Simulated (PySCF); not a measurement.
C₃H₇NOSi. Atoms are numbered in the order given.

```xyz
13

C      2.4170    -1.0884     0.4183
C      1.4306    -0.5021     0.0110
Si    -0.0995     0.3375    -0.5778
N      0.2162     2.0154    -0.7042
O     -1.3086     0.0033     0.5208
C     -1.7119    -1.2882     0.9113
H      3.2932    -1.6002     0.7729
H     -0.4913    -0.1789    -1.9158
H      0.6657     2.5044     0.0639
H     -0.4357     2.6195    -1.1949
H     -2.5023    -1.1980     1.6731
H     -0.8755    -1.8658     1.3471
H     -2.1212    -1.8685     0.0621
```

Geometry optimised at B3LYP-D3(BJ)/def2-SVP. The structure was generated by enumeration; whether it is a known compound was not checked. The values are those of a single conformer.

Calculation: PySCF with HF/pcSseg-1.

GIAO shieldings, no solvent; atoms alike by connectivity are averaged. δ = σ(ref) − σ: ¹³C against TMS (σ = 192.6 ppm); ²⁹Si against TMS (σ = 393.8 ppm); ¹⁵N against NH3 (σ = 267.3 ppm); ¹⁷O against H2O (σ = 333.0 ppm); ¹H against TMS (σ = 31.99 ppm), references at their B3LYP-D3(BJ)/def2-TZVP geometries, non-relativistic.

Task: Estimate the chemical shifts. (The exact figures need the calculation; the answer reports its results.)

Result: 
```
nucleus          atoms  count  δ (ppm)
-------  -------------  -----  -------
¹³C                 C1      1    106.5
¹³C                 C2      1     88.8
¹³C                 C6      1     48.7
²⁹Si               Si3      1    -47.1
¹⁵N                 N4      1     23.0
¹⁷O                 O5      1      9.2
¹H                  H8      1     4.28
¹H       H11, H12, H13      3     3.75
¹H                  H7      1     2.84
¹H             H9, H10      2     1.44
```
